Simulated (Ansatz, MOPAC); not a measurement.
Donor–acceptor adduct: BH3 (SMILES B) (first 4 atoms) with C2H6O (SMILES COC); geometry from B3LYP-D3(BJ)/def2-TZVP, rigid monomers moved along the line of their centres of mass till B1···O6 is 2.97 Å.
(charge 0, multiplicity 1):
```xyz
13

B      0.14919     0.22652     1.09459
H      1.28059     0.51303     0.80576
H     -0.68600     1.01995     0.75031
H     -0.14383    -0.93133     0.90094
C     -1.23140     0.05884     4.64259
O      0.07049     0.24673     4.06353
C      1.08516    -0.54113     4.70792
H     -1.17782     0.29073     5.70592
H     -1.56027    -0.97054     4.48626
H     -1.89876     0.74452     4.13186
H      1.09574    -0.29676     5.76975
H      2.02705    -0.27334     4.24156
H      0.88040    -1.60288     4.55634
```

Counterpoise-corrected where a basis set is named; no monomer relaxation.

Correlated levels freeze the cores. The state that PM7 reach isn't checked; PM7 holds dispersion and hydrogen-bond terms.

Codes used: Ansatz (a first-principles code); MOPAC for PM7 (differences of heats of formation). Each number belongs to the level named beside it.

Problem. Give the interaction energy at the level PM7.

Solution. -3.4 kcal/mol
